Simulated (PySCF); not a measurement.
Exercise with solution: refractive index and permittivity of the vapour

C5H5Cl, SMILES C(=C\Cl)/CC#C.

The structure is a stationary point at B3LYP-D3(BJ)/def2-SVP. The structure was generated by enumeration; whether it is a known compound was not checked. Other conformers were not sampled.

PBE/def2-TZVP in PySCF gives a mean static polarisability of 72.9 bohr³ and a dipole moment of 1.32 D. Take an ideal gas at 298.15 K and 0.01 bar, whether or not the substance is that volatile.

**Question.** Work out n − 1 in the optical limit and the static ε − 1.

**Answer.** 
Polarisability volume α' = 72.9 × 0.148185 = 10.80 Å³. Number density N = p/kT = 2.43e-7 Å⁻³.
Dilute limit of Lorentz–Lorenz: n − 1 = 2π N α' = 1.6e-5.
Orientation term of Debye: μ²/(3kT) = 8.098 Å³ × μ²(D²) = 14.11 Å³.
ε − 1 = 4π N (α' + μ²/3kT) = 7.6e-5. Orientation of the dipole supplies 57 % of the static response; it can't follow optical fields. Vibrational polarisation and dispersion are left out.
